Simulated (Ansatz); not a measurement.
Question: Name a neutral molecule of C, N, Se and H with ideal-gas entropy at 298 K and 1 bar (rigid rotor, harmonic PBE0-D4/def2-TZVP) between 253 and 269 J/(mol·K) and HOMO energy (PBE/def2-TZVPP) between -6.05 and -5.75 eV (Ansatz, PBE0-D4/def2-TZVP geometry).

Answer: `N=C=[Se]` (263 J/(mol·K), -6.04 eV). Other molecules can fit too; these were computed, each in one conformer that needn't be the lowest.
